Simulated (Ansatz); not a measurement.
The pair A = CH4 (SMILES C) (first 5 atoms), B = CH3Br (SMILES CBr); geometry from B3LYP-D3(BJ)/def2-TZVP.
(charge 0, multiplicity 1):
```xyz
10

C      0.054     0.056     0.163
H     -0.126    -0.571     1.034
H     -0.579     0.942     0.213
H      1.101     0.357     0.137
H     -0.181    -0.502    -0.742
C      0.579     1.224     3.773
Br    -0.074    -0.566     4.222
H      0.615     1.296     2.692
H      1.566     1.332     4.209
H     -0.117     1.942     4.193
```

Correlated levels freeze the cores. Filled d and f shells under p-block atoms count as core. MP2 and its Hartree–Fock in aug-cc-pVTZ are density fitted.

Run with Ansatz (Gaussian orbitals). Values without a source in brackets are computed.

The counterpoise-corrected interaction energy is E(AB) − E(A in the pair's basis) − E(B in the pair's basis). Total energies (hartree):

| level | AB | A in the pair's basis | B in the pair's basis |
|---|---|---|---|
| HF/aug-cc-pVDZ | -2652.2047764 | -40.1998776 | -2612.0058713 |
| MP2/aug-cc-pVDZ | -2652.6556703 | -40.3681431 | -2612.2862465 |
| HF/aug-cc-pVTZ | -2652.3055015 | -40.2135820 | -2612.0928770 |
| MP2/aug-cc-pVTZ | -2652.8617613 | -40.4145310 | -2612.4455853 |
| CCSD(T)/aug-cc-pVDZ | -2652.7215213 | -40.3959834 | -2612.3243060 |

Task: Work out the counterpoise-corrected interaction energy at the basis-set limit: extrapolate the MP2 correlation part as X⁻³, take Hartree–Fock from the larger set, and add the CCSD(T) − MP2 difference of aug-cc-pVDZ.

Result: 
1. Differences (1 hartree = 627.509 kcal/mol): HF/aug-cc-pVDZ 0.610; MP2/aug-cc-pVDZ -0.804; HF/aug-cc-pVTZ 0.601; MP2/aug-cc-pVTZ -1.032; CCSD(T)/aug-cc-pVDZ -0.773.
2. Correlation parts, MP2 less HF: -1.414 in aug-cc-pVDZ (X = 2), -1.633 in aug-cc-pVTZ (X = 3).
3. Limit (3³·(-1.633) − 2³·(-1.414))/(3³ − 2³) = -1.725; with HF/aug-cc-pVTZ it gives -1.125.
4. CCSD(T) less MP2 in aug-cc-pVDZ: 0.031.
Result: -1.09 kcal/mol, against -0.80 at MP2/aug-cc-pVDZ. It is an estimate of this method's limit, not of the exact value.

Ansatz is a first-principles code.
